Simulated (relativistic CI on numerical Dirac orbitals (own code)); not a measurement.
**Ce34+: q coefficients and field-shift factors**

Method of calculation: Dirac-Coulomb-Breit CI, separate exchange-only KLI orbitals for each configuration, derivatives by finite differences, unscaled Slater integrals, QED left out (own radial code, finite nucleus).

Configurations in the expansion (outside the closed core [Ne]): 3s2 3p6 3d6, 3s2 3p5 3d7, 3s2 3p4 3d8, 3s 3p6 3d7, 3p6 3d8, 3s 3p5 3d8, 3s2 3p6 3d5 4s, 3s2 3p6 3d5 4p. Levels of other configurations are missing.

With x = (α/α₀)² − 1 an excitation energy changes as ω = ω₀ + qx; K = 2q/ω₀ is the relative enhancement. Terms are leading LS components, so labels can repeat. The field-shift factor is F = δν/δ⟨r²⟩ for the transition from the lowest level.

Lowest level 3s2 3p6 3d6 5D_4.

```csv
Level,ω₀ (cm⁻¹),q (cm⁻¹),K,F (GHz/fm²)
3s2 3p6 3d6 3P_2,41554,1609,0.0774,-0.147
3s2 3p6 3d6 3P_0,110516,53810,0.974,0.708
3s2 3p6 3d6 5D_3,127179,164400,2.58,1.82
3s2 3p6 3d6 5D_1,151961,168700,2.22,1.84
3s2 3p6 3d6 5D_4,157344,129600,1.65,1.6
3s2 3p6 3d6 3G_5,201964,140600,1.39,1.81
3s2 3p6 3d6 3H_6,202998,140500,1.38,1.87
3s2 3p6 3d6 3F_2,232740,151500,1.3,1.6
3s2 3p6 3d6 3F_3,238235,157300,1.32,1.91
3s2 3p6 3d6 5D_2,282017,262100,1.86,2.95
3s2 3p6 3d6 3G_4,304735,185100,1.21,2.43
3s2 3p6 3d6 3D_1,309813,180900,1.17,2.23
3s2 3p6 3d6 3P_0,313541,152900,0.975,1.9
3s2 3p6 3d6 3D_2,318045,232600,1.46,2.68
3s2 3p6 3d6 1S_0,326622,266800,1.63,3.16
3s2 3p6 3d6 3F_3,338552,157800,0.932,2.12
3s2 3p6 3d6 3F_4,344523,301500,1.75,3.5
3s2 3p6 3d6 3H_5,367284,309600,1.69,3.74
3s2 3p6 3d6 3D_3,372242,286200,1.54,3.31
3s2 3p6 3d6 1I_6,393023,302800,1.54,3.84
3s2 3p6 3d6 3G_3,399317,317000,1.59,3.78
3s2 3p6 3d6 3P_1,435082,295300,1.36,3.36
3s2 3p6 3d6 1D_2,444287,304800,1.37,3.34
```

At this charge energies of transitions that change n are usually good to better than 1 %, and those within a shell (Δn = 0) to a few per cent. Terms inside the open d or f shell come out 10 to 20 % too wide with unscaled integrals.
